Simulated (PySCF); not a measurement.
## What settings do to a single point of [BiCl]2+

The sound run of [BiCl]2+ (singlet) uses PySCF 2.14.0, RKS B3LYP, Bi def2-SVP with ECP60, Cl def2-SVP; non-relativistic Hamiltonian with scalar-relativistic core potentials where named; density fitting; no spin-orbit coupling, grid (50, 194), threshold 1e-8 Eh and 55 cycles, at the relaxed geometry:

```xyz
2

Bi    0.0000    0.0000   -0.2818
Cl    0.0000    0.0000    2.0464
```

There Bi1 has a Mulliken charge of 1.76 e and the dipole about the centre of mass is 0.53 D. Each run below changes one thing and starts from free metal ions and neutral atoms unless it says otherwise; with 55 cycles, smearing, a level shift and second-order steps follow where DIIS fails, and their cycles count. Energy shifts count from the sound run.

```
                                               change    outcome  cycles  energy shift (eV)  largest force component (eV/Å)  charge on Bi1 (e)  dipole about the centre of mass (D)
     charge changed by -3, spin kept, limit 97 cycles    refused       –                  –                               –                  –                                    –
                               all coordinates × 1.05  converged      11               0.12                            1.85               1.77                                 0.77
                                      threshold 1e-06  converged       9             0.0000                            0.01               1.76                                 0.52
start from the bare core Hamiltonian, limit 89 cycles  converged      12             0.0000                            0.01               1.76                                 0.53
```

(1) How does the run with this change end: grid (99, 590)?

Forces carry noise of the integration grid, about 0.01 to 0.03 eV/Å.

## Answers

(1) outcome converged, cycles 11, energy shift (eV) 0.0006, largest force component (eV/Å) 0.00, charge on Bi1 (e) 1.76, dipole about the centre of mass (D) 0.53.
